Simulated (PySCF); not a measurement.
PySCF input file for calicene (C8H6), SMILES C1=CC(=C2C=C2)C=C1, PBE/pcSseg-1. Geometry optimised at B3LYP-D3(BJ)/def2-SVP.

```python
import numpy as np
from pyscf import gto, scf, dft
from pyscf.prop.nmr import rks as nmr

mol = gto.M(
    atom='''
    C     0.00000000   -0.72864648   -2.20775271
    C     0.00000000   -1.17377431   -0.91290301
    C     0.00000000   -0.00000000   -0.04512893
    C     0.00000000   -0.00000000    1.31032726
    C     0.00000000    0.66458070    2.57515194
    C     0.00000000   -0.66458070    2.57515194
    C     0.00000000    1.17377431   -0.91290301
    C     0.00000000    0.72864648   -2.20775271
    H     0.00000000   -1.35331775   -3.10203351
    H     0.00000000   -2.20721068   -0.56682743
    H     0.00000000    1.59069358    3.14628867
    H     0.00000000   -1.59069358    3.14628867
    H     0.00000000    2.20721069   -0.56682743
    H     0.00000000    1.35331775   -3.10203351
    ''',
    basis='pcSseg-1',
    charge=0,
    spin=0,
    max_memory=1600,
    verbose=3,
)
mf = dft.RKS(mol, xc='pbe').density_fit(auxbasis='def2-universal-jkfit')
mf.grids.level = 3
mf.conv_tol = 1e-10
mf.max_cycle = 100
mf.kernel()
n = nmr.NMR(mf)
n.verbose = 2
n.max_cycle_cphf = 60
sigma = n.kernel()
print('atom   isotropic/ppm   span/ppm')
for i, s in enumerate(sigma):
    w = np.linalg.eigvalsh((s + s.T) / 2)
    print(f'{mol.atom_symbol(i):2s}{i + 1:3d} {w.mean():14.3f} {w[2] - w[0]:11.3f}')
```

Program output:

```
converged SCF energy = -307.88915780921
atom   isotropic/ppm   span/ppm
C   1         48.818     181.065
C   2         57.513     175.097
C   3         67.239     130.059
C   4         52.571     230.676
C   5         33.162     261.042
C   6         33.162     261.042
C   7         57.513     175.097
C   8         48.818     181.065
H   9         24.735       3.233
H  10         24.819       3.032
H  11         22.667       3.500
H  12         22.667       3.500
H  13         24.819       3.032
H  14         24.735       3.233
```

The run converged.
